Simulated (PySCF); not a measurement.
In(H)(Cl)(OMe) (CH₄ClInO), SMILES [InH]([O]C)[Cl].

Geometry: PBE-D3(BJ)/def2-SVP. The structure was generated by enumeration; whether it is a known compound was not checked. The def2 effective core potentials stand for the cores of In; spin–orbit coupling is left out. The values are those of a single conformer.

Calculation: PBE-D3(BJ)/def2-SVP run with PySCF 2.14.0.

Frequencies are harmonic and unscaled.

Question: Give all harmonic wavenumbers and intensities. (An estimate is asked for; the answer gives what the named calculation found.)

Answer: 
| mode | ν (cm⁻¹) | IR (km/mol) | moving atoms (share of kinetic energy) |
|---|---|---|---|
| 1 | 54 | 3.3 | H 68 %, O 26 % |
| 2 | 79 | 2.6 | Cl 36 %, C 24 %, In 23 %, H 12 % |
| 3 | 86 | 1.0 | H 49 %, O 22 %, C 18 % |
| 4 | 214 | 7.2 | C 34 %, O 32 %, H 23 % |
| 5 | 347 | 28.9 | H 93 % |
| 6 | 356 | 81.4 | Cl 67 %, In 26 % |
| 7 | 403 | 88.9 | H 82 %, Cl 8 % |
| 8 | 523 | 23.9 | O 67 %, H 12 %, In 12 %, C 8 % |
| 9 | 1075 | 188.3 | O 45 %, C 44 %, H 11 % |
| 10 | 1125 | 0.8 | H 77 %, C 19 % |
| 11 | 1150 | 8.6 | H 66 %, C 21 %, O 12 % |
| 12 | 1408 | 0.2 | H 97 % |
| 13 | 1420 | 45.1 | H 89 %, C 10 % |
| 14 | 1424 | 15.0 | H 95 % |
| 15 | 1762 | 94.6 | H 99 % |
| 16 | 2881 | 118.5 | H 97 % |
| 17 | 2954 | 59.3 | H 91 %, C 9 % |
| 18 | 2974 | 39.9 | H 90 %, C 10 % |
